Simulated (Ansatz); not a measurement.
The lowest singlet and triplet of CH3N (SMILES [CH]N); geometries from B3LYP-D3(BJ)/def2-TZVP, each state relaxed from the structure named, with no frequency check.
Singlet (charge 0, multiplicity 1):
| atom | x (Å) | y (Å) | z (Å) |
|---|---|---|---|
| C | 0.6931 | -0.3712 | 0.0187 |
| N | -0.5029 | 0.1518 | -0.0070 |
| H | 1.4062 | 0.4728 | -0.0309 |
| H | -0.7299 | 1.1450 | -0.0621 |
| H | -1.3144 | -0.4527 | 0.0295 |

```tsv
level	gap E(singlet) − E(triplet), vertical, at the singlet's geometry (kcal/mol)	cost
R-SVWN5/def2-TZVPP	-52.99	×0.6
R-PBE/def2-TZVPP	-51.24	×1
U-PBE/def2-TZVPP	-51.24	×1
R-r2SCAN/def2-TZVPP	-45.56	×2
R-PBE0/def2-TZVPP	-48.41	×1
R-MP2/cc-pVDZ	-53.07	-
U-MP2/cc-pVDZ	-53.07	-
R-MP2/cc-pVTZ	-53.57	-
U-MP2/cc-pVTZ	-53.57	-
R-SCS-MP2/cc-pVDZ	-56.03	-
U-SCS-MP2/cc-pVDZ	-56.03	-
R-SCS-MP2/cc-pVTZ	-57.60	-
U-CCSD/cc-pVQZ	-53.11	-
R-CCSD(T)/cc-pVTZ	-55.40	×5
R-CCSD(T)/cc-pVQZ	-55.04	×200
R-CCSDT/cc-pVDZ	-55.74	-
SA-CASSCF(2,2)/cc-pVTZ	-43.69	-
SC-NEVPT2 on SA-CASSCF(2,2)/cc-pVTZ	-52.88	-
FIC-MRCISD+Q on SA-CASSCF(2,2)/cc-pVDZ	-54.74	-
FIC-MRCISD+Q on SA-CASSCF(2,2)/cc-pVTZ	-54.48	-
```

The rows run from -57.60 (R-SCS-MP2/cc-pVTZ) to -43.69 kcal/mol (SA-CASSCF(2,2)/cc-pVTZ). From cc-pVTZ to cc-pVQZ R-CCSD(T) changes by 0.36. The 4 R-functionals in def2-TZVPP without D3 or D4 span 7.43, from R-SVWN5 to R-r2SCAN.

A positive gap puts the triplet lower; no zero-point energy. R- takes a restricted singlet. U- takes an unrestricted singlet (broken symmetry where lower, unprojected). The triplet is unrestricted in single-reference levels. Active spaces average the two states.

Cores are frozen in the correlated methods.

The values were computed with Ansatz (Gaussian orbitals). Each number belongs to the level named beside it.

Costs are rough ratios of core time to R-PBE/def2-TZVPP (about 2.4 s over the structures, on one shared machine); a dash marks a level with no comparable run of its own.

Ansatz is an electronic-structure program.
